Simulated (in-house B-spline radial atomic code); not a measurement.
A radial electron density 4πr²n(r) was computed for an atom or ion in its tabulated ground configuration with an all-electron radial atomic-structure program (B-spline basis); method: non-relativistic B3LYP, spin-polarised, spherical fractional occupations, exact exchange averaged over the configuration. Columns: r (bohr), 4πr²n(r) (electrons per bohr), bar.

```
 0.00367   0.4031 #
  0.0044    0.566 #
 0.00526   0.7869 ##
  0.0063    1.092 ###
 0.00754    1.503 ####
 0.00902    2.052 #####
  0.0108    2.779 #######
  0.0129    3.707 #########
  0.0155    4.925 ############
  0.0185    6.376 ###############
  0.0221    8.113 ###################
  0.0265    10.14 ########################
  0.0317    12.31 ##############################
   0.038    14.49 ###################################
  0.0454     16.4 #######################################
  0.0544    17.79 ###########################################
  0.0651    18.34 ############################################
  0.0779     17.9 ###########################################
  0.0932    16.54 ########################################
   0.112    14.58 ###################################
   0.134    12.82 ###############################
    0.16    11.96 #############################
   0.191    12.43 ##############################
   0.229    14.17 ##################################
   0.274    16.28 #######################################
   0.328    17.55 ##########################################
   0.392    16.95 #########################################
    0.47    14.25 ##################################
   0.562    10.31 #########################
   0.673     6.43 ###############
   0.805     3.79 #########
   0.963    2.654 ######
    1.15    2.478 ######
    1.38    2.435 ######
    1.65    2.031 #####
    1.98    1.315 ###
    2.37   0.6459 ##
    2.83   0.2362 #
    3.39  0.05958 
    4.05  0.01017 
    4.85  0.00105 
    5.81 6.204e-05
```

Question: Which atom or ion is it?
A. S4+
B. S2+
C. K4+
D. S3+

Answer: D. The area under the curve, ∫4πr²n dr = ∫r·4πr²n d(ln r) on this logarithmic grid, is 13 electrons, which only this option has. The configuration is [Ne] 3s2 3p1.
